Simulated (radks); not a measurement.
Spherical quantum dot in the effective-mass picture: electrons in a hard-walled sphere of radius 1.74, with a point charge +2 (a donor) at the centre, all in effective atomic units (hartree* = m*/eps^2 hartree, bohr* = eps/m* bohr), one dielectric constant everywhere. Calculated with a radial shooting solver with Libxc functionals: non-relativistic Kohn-Sham, LDA (Slater exchange, Perdew-Wang correlation), spin-polarised, spherical densities. Levels are named by radial order and angular momentum (1s, 1p, 1d, 2s, ...), and open shells are averaged over m.

N = 11, configuration 1s2 1p6 1d(up 2, down 0) 2s(up 1, down 0). This is the lowest configuration that the search found. Occupied and some empty levels:

| level | occupation | eigenvalue (hartree*) | <r> (bohr*) |
|---|---|---|---|
| 1s up | 1 | 7.8790 | 0.8227 |
| 1s down | 1 | 8.0372 | 0.8322 |
| 1p up | 3 | 9.7172 | 1.067 |
| 1p down | 3 | 9.8451 | 1.067 |
| 1d up | 2 | 11.712 | 1.158 |
| 2s up | 1 | 11.740 | 0.8337 |
| 1d down | 0 | 11.844 | 1.158 |
| 2s down | 0 | 11.966 | 0.8326 |
| 1f up | 0 | 14.146 | 1.218 |
| 1f down | 0 | 14.281 | 1.217 |
| 2p up | 0 | 16.055 | 0.9064 |
| 2p down | 0 | 16.193 | 0.9099 |
| 1g up | 0 | 17.019 | 1.262 |
| 1g down | 0 | 17.156 | 1.262 |

Energy (hartree*): total 59.5253, kinetic 41.760, external -26.686, Hartree 52.900, exchange-correlation -8.4491.
